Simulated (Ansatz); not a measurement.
BCl2Br (BBrCl₂), 4 atoms. Hardware: 2 threads of Arm Neoverse V1 on a shared host.

The 6-31G sets use Cartesian d functions. Correlated methods freeze 20 core orbitals; core or outer-core shells of Br are correlated, in sets that lack core-valence functions.

How many basis functions does each of these Ansatz runs have, and roughly what does it cost? CCSD(T)/def2-TZVPP, charge 0 singlet, energy, from earlier orbitals; r2SCAN-D4/def2-TZVP, charge 0 singlet, energy, from earlier orbitals; ωB97X-V/def2-TZVP, charge 0 singlet, energy, from earlier orbitals; B3LYP-D4/6-31G, charge 0 singlet, energy; HSE06-D4/def2-TZVP, charge 0 singlet, energy, from earlier orbitals; B97M-V/def2-TZVP, charge 0 singlet, energy, from earlier orbitals; PBE0-D4/def2-TZVP, charge 1 doublet at the geometry of the charge 0 singlet, energy, from earlier orbitals; RPA@PBE/def2-TZVP, charge 0 singlet, energy, from earlier orbitals; HF/STO-3G, charge 0 singlet, energy; PBE0-D4/def2-TZVP, charge 0 singlet, energy and forces, from earlier orbitals; PBE-D4/def2-SVP, charge 0 singlet, energy, from earlier orbitals; PBE-D4/def2-TZVP, charge 1 doublet at the geometry of the charge 0 singlet, energy, from earlier orbitals.

Other jobs shared the machine, so times can vary by a factor of up to 3. A dash marks memory too small to be measured apart from the calling script's.

```tsv
run	functions	fitting or Cholesky vectors	wall time	peak host memory (GiB)
HF/STO-3G, charge 0 singlet, energy	41	439	0.2 s	–
PBE-D4/def2-SVP, charge 0 singlet, energy, from earlier orbitals	82	889	1 s	–
B3LYP-D4/6-31G, charge 0 singlet, energy	64	665	1.1 s	–
HSE06-D4/def2-TZVP, charge 0 singlet, energy, from earlier orbitals	153	1118	3 s	–
PBE0-D4/def2-TZVP, charge 0 singlet, energy and forces, from earlier orbitals	153	1118	4 s	–
RPA@PBE/def2-TZVP, charge 0 singlet, energy, from earlier orbitals	153	961	4.2 s	–
PBE-D4/def2-TZVP, charge 1 doublet at the geometry of the charge 0 singlet, energy, from earlier orbitals	153	1057	4.5 s	–
r2SCAN-D4/def2-TZVP, charge 0 singlet, energy, from earlier orbitals	153	1057	4.8 s	–
PBE0-D4/def2-TZVP, charge 1 doublet at the geometry of the charge 0 singlet, energy, from earlier orbitals	153	1118	8 s	–
B97M-V/def2-TZVP, charge 0 singlet, energy, from earlier orbitals	153	1057	8.5 s	–
ωB97X-V/def2-TZVP, charge 0 singlet, energy, from earlier orbitals	153	1108	8.5 s	–
CCSD(T)/def2-TZVPP, charge 0 singlet, energy, from earlier orbitals	163	1033	57 s	1.2
```
